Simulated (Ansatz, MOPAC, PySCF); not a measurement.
Two conformers of C3H8O2 (SMILES OCCCO), B3LYP-D3(BJ)/def2-TZVP minima.
Conformer 1 (charge 0, multiplicity 1):
```xyz
13

O      1.179     1.380     0.130
C      1.152    -0.013     0.473
C      0.072    -0.791    -0.269
C     -1.340    -0.284     0.008
O     -1.580     1.013    -0.515
H      1.472     1.462    -0.785
H      2.136    -0.462     0.304
H      0.959    -0.034     1.547
H      0.141    -1.841     0.034
H      0.263    -0.757    -1.347
H     -1.528    -0.308     1.091
H     -2.072    -0.942    -0.463
H     -0.855     1.577    -0.210
```
Conformer 2 (charge 0, multiplicity 1, Z-matrix in Å and degrees):
```
C
H 1 1.0940
H 1 1.0966 2 106.92
C 1 1.5239 2 108.10 3 -118.64
H 4 1.0900 1 109.85 2 -53.44
H 4 1.0954 5 107.32 1 -119.95
O 4 1.4288 5 105.07 6 -117.97
H 7 0.9634 4 108.85 5 176.35
C 1 1.5277 2 109.89 3 117.53
H 9 1.0908 1 109.79 2 -49.60
H 9 1.0944 10 107.57 1 119.56
O 9 1.4226 10 106.27 11 118.09
H 12 0.9636 9 107.70 10 -162.77
```

No zero-point or thermal terms.

Rows in 6-31G* carry no dispersion term and start afresh at each structure (6-31G* with six Cartesian d functions). The state that PM3 reach isn't checked.

The values were computed with Ansatz (a first-principles code); MOPAC for PM3 (differences of heats of formation); PySCF for 6-31G* rows, the dispersion terms. 

### Question
One of these levels gives 0.76 kcal/mol for the electronic energy of conformer 2 less that of conformer 1. Name it.
A) M06-2X/6-31G*
B) PM3
C) r2SCAN-D3(BJ)/def2-TZVPP

### Answer
B, PM3. The others give 1.57 (r2SCAN-D3(BJ)/def2-TZVPP), 2.04 (M06-2X/6-31G*)
